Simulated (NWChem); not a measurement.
System: C$_{2}$H$_{6}$ClSb; SMILES [Cl][Sb]([CH3])[CH3]

Excerpt of the output:

```
             Northwest Computational Chemistry Package (NWChem) 7.3.0
             --------------------------------------------------------

 CS  symmetry detected

                             Geometry "geometry" -> ""
                             -------------------------

 Output coordinates in angstroms (scale by  1.889725989 to convert to a.u.)

  No.       Tag          Charge          X              Y              Z
 ---- ---------------- ---------- -------------- -------------- --------------
    1 Sb                  51.0000    -0.41357597     0.35014246     0.00000000
    2 Cl                  17.0000     0.12599957    -1.98460989     0.00000000
    3 C                    6.0000     0.97475822     0.85290642     1.58184600
    4 H                    1.0000     1.13027909     1.94268351     1.59303700
    5 H                    1.0000     1.93123783     0.34251214     1.40395100
    6 H                    1.0000     0.56512469     0.53791706     2.55141100
    7 C                    6.0000     0.97475822     0.85290642    -1.58184600
    8 H                    1.0000     0.56512469     0.53791706    -2.55141100
    9 H                    1.0000     1.93123783     0.34251214    -1.40395100
   10 H                    1.0000     1.13027909     1.94268351    -1.59303700

 Effective nuclear repulsion energy (a.u.)     478.9038999602

      Symmetry information
      --------------------

 Group name             Cs
 Group number              2
 Group order               2
 No. of unique centers     6

 Summary of "ao basis" -> "ao basis" (spherical)
 ------------------------------------------------------------------------------
       Tag                 Description            Shells   Functions and Types
 ---------------- ------------------------------  ------  ---------------------
 Sb                         def2-svp                10       26   4s4p2d
 Cl                         def2-svp                 8       18   4s3p1d
 C                          def2-svp                 6       14   3s2p1d
 H                          def2-svp                 3        5   2s1p

      Symmetry analysis of basis
      --------------------------

        a'         60
        a"         42

            General Information
            -------------------
          SCF calculation type: DFT
          Wavefunction type:  closed shell.
          No. of atoms     :    10
          No. of electrons :    58
           Alpha electrons :    29
            Beta electrons :    29
          Charge           :     0
          Spin multiplicity:     1
          Use of symmetry is: on ; symmetry adaption is: on
          Maximum number of iterations: 150
          AO basis - number of functions:   102
                     number of shells:    48
          Convergence on energy requested:  1.00D-06
          Convergence on density requested:  1.00D-05
          Convergence on gradient requested:  5.00D-04

              XC Information
              --------------
          PerdewBurkeErnzerhof Exchange Functional  1.000
            Perdew 1991 LDA Correlation Functional  1.000 local
           PerdewBurkeErnz. Correlation Functional  1.000 non-local

             Grid Information
             ----------------
          Grid used for XC integration:  medium
          Radial quadrature: Mura-Knowles
          Angular quadrature: Lebedev.
          Tag              B.-S. Rad. Rad. Pts. Rad. Cut. Ang. Pts.
          ---              ---------- --------- --------- ---------
          Sb                  1.45      123           9.0       590
          Cl                  1.00       88          11.0       590
          C                   0.70       49          11.0       434
          H                   0.35       45          12.0       434
          Grid pruning is: on
          Number of quadrature shells:   395
          Spatial weights used:  Erf1

      Superposition of Atomic Density Guess
      -------------------------------------

 Sum of atomic energies:        -815.18112866

      Non-variational initial energy
      ------------------------------

 Total energy =    -778.224183
 1-e energy   =   -1674.317190
 2-e energy   =     636.986364
 HOMO         =      -0.257383
 LUMO         =      -0.004311

      Symmetry analysis of molecular orbitals - initial
      -------------------------------------------------

  Numbering of irreducible representations:

     1 a'          2 a"

  Orbital symmetries:

     1 a'          2 a'          3 a"          4 a'          5 a'
     6 a'          7 a"          8 a'          9 a"         10 a'
    11 a'         12 a"         13 a'         14 a'         15 a"
    16 a'         17 a'         18 a"         19 a'         20 a'
    21 a'         22 a'         23 a"         24 a"         25 a'
    26 a"         27 a'         28 a"         29 a'         30 a'
    31 a"         32 a'         33 a'         34 a'         35 a"
    36 a'         37 a"         38 a"         39 a'

   convergence    iter        energy       DeltaE   RMS-Dens  Diis-err
 ---------------- ----- ----------------- --------- --------- ---------
 d= 0,ls=0.0,diis     1   -779.7361201564 -1.04D+03  1.57D-02  4.29D-01
 d= 0,ls=0.0,diis     2   -779.6879842731  4.81D-02  1.09D-02  5.77D-01
 d= 0,ls=0.0,diis     3   -779.7765567316 -8.86D-02  3.22D-03  7.78D-02
 d= 0,ls=0.0,diis     4   -779.7890755623 -1.25D-02  8.40D-04  3.28D-03
 d= 0,ls=0.0,diis     5   -779.7894803095 -4.05D-04  3.38D-04  6.68D-04
  Resetting Diis
 d= 0,ls=0.0,diis     6   -779.7895776399 -9.73D-05  8.69D-05  1.33D-04
 d= 0,ls=0.0,diis     7   -779.7895964679 -1.88D-05  5.11D-05  2.11D-06
 d= 0,ls=0.0,diis     8   -779.7895955333  9.35D-07  3.19D-05  7.22D-06
 d= 0,ls=0.0,diis     9   -779.7895969142 -1.38D-06  2.84D-06  6.59D-08
 d= 0,ls=0.0,diis    10   -779.7895969225 -8.38D-09  8.45D-07  6.93D-09

         Total DFT energy =     -779.789596922549
      One electron energy =    -1678.004642941130
           Coulomb energy =      699.502271041778
    Exchange-Corr. energy =      -60.393868071503
 Nuclear repulsion energy =      259.106643048305

 Numeric. integr. density =       57.999939482240

                  Occupations of the irreducible representations
                  ----------------------------------------------

                     irrep           alpha         beta
                     --------     --------     --------
                     a'               19.0         19.0
                     a"               10.0         10.0

                       DFT Final Molecular Orbital Analysis
                       ------------------------------------

 Vector   27  Occ=2.000000D+00  E=-2.635741D-01  Symmetry=a'
              MO Center= -7.5D-03, -1.4D+00, -2.6D-16, r^2= 2.8D+00
   Bfn.  Coefficient  Atom+Function         Bfn.  Coefficient  Atom+Function
  ----- ------------  ---------------      ----- ------------  ---------------
    37      0.473863   2 Cl px               34      0.349633   2 Cl px
    38      0.278970   2 Cl py               11      0.216833   1 Sb px
    31      0.205761   2 Cl px               35      0.202875   2 Cl py
    14      0.186914   1 Sb px                3     -0.171573   1 Sb s
    32      0.119093   2 Cl py                4     -0.108988   1 Sb s

 Vector   28  Occ=2.000000D+00  E=-2.426806D-01  Symmetry=a"
              MO Center=  2.6D-01, -1.2D+00, -2.4D-14, r^2= 3.3D+00
   Bfn.  Coefficient  Atom+Function         Bfn.  Coefficient  Atom+Function
  ----- ------------  ---------------      ----- ------------  ---------------
    39      0.576966   2 Cl pz               36      0.412155   2 Cl pz
    33      0.242197   2 Cl pz               13     -0.170621   1 Sb pz
    50      0.145221   3 C  pz               79      0.145221   7 C  pz
    47     -0.125943   3 C  s                76      0.125943   7 C  s
    48      0.097987   3 C  px               77     -0.097987   7 C  px

 Vector   29  Occ=2.000000D+00  E=-2.147175D-01  Symmetry=a'
              MO Center= -1.5D-01, -1.2D-01,  3.0D-14, r^2= 4.2D+00
   Bfn.  Coefficient  Atom+Function         Bfn.  Coefficient  Atom+Function
  ----- ------------  ---------------      ----- ------------  ---------------
    37     -0.382500   2 Cl px               11      0.378400   1 Sb px
     4     -0.330258   1 Sb s                 3     -0.280859   1 Sb s
    34     -0.265277   2 Cl px               14      0.198959   1 Sb px
    47      0.173357   3 C  s                76      0.173357   7 C  s
    48     -0.162837   3 C  px               77     -0.162837   7 C  px

 Vector   30  Occ=0.000000D+00  E=-6.605082D-02  Symmetry=a'
              MO Center= -3.5D-01,  1.1D-01,  1.6D-15, r^2= 4.0D+00
   Bfn.  Coefficient  Atom+Function         Bfn.  Coefficient  Atom+Function
  ----- ------------  ---------------      ----- ------------  ---------------
    15      0.751324   1 Sb py               12      0.523302   1 Sb py
    38      0.460758   2 Cl py                3     -0.306616   1 Sb s
    30      0.296359   2 Cl s                35      0.237429   2 Cl py
    47     -0.220466   3 C  s                76     -0.220466   7 C  s
     9     -0.185115   1 Sb py               37     -0.169084   2 Cl px

 Vector   31  Occ=0.000000D+00  E=-2.093404D-02  Symmetry=a"
              MO Center= -3.4D-01,  3.7D-01,  3.6D-15, r^2= 4.6D+00
   Bfn.  Coefficient  Atom+Function         Bfn.  Coefficient  Atom+Function
  ----- ------------  ---------------      ----- ------------  ---------------
    16      0.989736   1 Sb pz               47     -0.791885   3 C  s
    76      0.791885   7 C  s                13      0.401915   1 Sb pz
    51      0.216314   3 C  px               80     -0.216314   7 C  px
    65      0.204465   5 H  s                94     -0.204465   9 H  s
    39     -0.189246   2 Cl pz               53      0.185973   3 C  pz

[...]
```

Level: PBE/def2-SVP with def2 effective core potentials on Sb, vertical spin-unrestricted ions. Structure relaxed at the PBE0/def2-SVP level. Not confirmed as a minimum by frequencies. def2 effective core potentials on Sb; no spin-orbit coupling.

Task: Which NWChem input produces such a log?

Result: Several could match; the one computed here: the input that was run:
```
start job
memory heap 200 mb stack 900 mb global 1100 mb
geometry units angstroms noautoz
  Sb    -0.391809    -0.348306     0.000000
  Cl     0.079234     2.001232     0.000000
  C      1.010639    -0.810240     1.581846
  H      1.197974    -1.895001     1.593037
  H      1.951778    -0.272083     1.403951
  H      0.591966    -0.507369     2.551411
  C      1.010639    -0.810240    -1.581846
  H      0.591966    -0.507369    -2.551411
  H      1.951778    -0.272083    -1.403951
  H      1.197974    -1.895001    -1.593037
end
basis spherical
  * library def2-svp
end
ecp
  Sb library def2-ecp
end
dft
  xc xpbe96 cpbe96
  iterations 150
  vectors input atomic output neutral.movecs
end
task dft energy
charge 1
dft
  odft
  mult 2
  vectors input atomic output cation.movecs
end
task dft energy
```
